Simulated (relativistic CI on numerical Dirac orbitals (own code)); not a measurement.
# The spin-orbit constant of S I from its measured fine structure

Problem. The ground term 3P of S I (3s2 3p4) has the measured levels J = 0: 573.6, J = 1: 396.1, J = 2: 0.0 cm⁻¹ (NIST Handbook of Basic Atomic Spectroscopic Data (Sansonetti and Martin, J. Phys. Chem. Ref. Data 34, 1559 (2005))). Test the interval rule and estimate ζ(3p).

Working.
1. In LS coupling E(J) − E(J − 1) = AJ. The intervals give A = -177.6 (J = 1), -198.0 (J = 2) cm⁻¹.
2. These values spread by 11 % of their mean, from second-order spin-orbit mixing with other terms and from spin-spin terms.
3. The whole width divided by the sum of the upper J values gives a mean A = -191.2 cm⁻¹.
4. For the Hund term of a shell that is more than half full, A = −ζ/2S with 2S = 2, so ζ = 382 cm⁻¹.

Check. The value calculated from Dirac-Coulomb-Breit radial functions of this configuration is ζ = 400 cm⁻¹, 5 % above the estimate from measurement. The same recipe applied to the calculated levels returns 380 cm⁻¹, which shows the bias of the recipe itself. Where the interval rule fails, the estimate is only rough.
